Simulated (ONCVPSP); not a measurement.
# B (Z = 5): ONCV pseudisation with PBE, scalar-relativistic reference atom.

B, optimised norm-conserving Vanderbilt (ONCV), made with ONCVPSP 4.0.1 (PBE, scalar-relativistic). Core [He], reference 2s1 (charge +2). Waves: 2s: rc 1.50 bohr, ncon 3, nbas 6, qcut 3.4 1/bohr, 2 projectors, debl 1.3 Ha; p scattering state at 0.12 Ha: rc 1.20 bohr, ncon 4, nbas 7, qcut 6.8 1/bohr, local. Local part: the p channel. Core correction: polynomial model core, fcfact 0.5.

In the p channel the program set the typed energies aside and used 0.050 Ha.

Calculated quality:

```
Cutoffs needed             : 32 Ha and 53 Ha (the cutoffs (Ha) at which the residual kinetic energy of the hardest occupied pseudo-wave falls to 1 and 0.1 mHa per electron)
Ghost test                 : no bound ghost flagged; no localised positive-energy state flagged
Largest excitation error   : -128 meV (all-electron minus pseudo) for 2s0 2p3, out of 4 test configurations
rms error of d²Exc/dni dnj : 9.60 mHa without and 3.00 mHa with the model core
```

Generation and tests took about 1.9 s on one core of a shared server CPU.
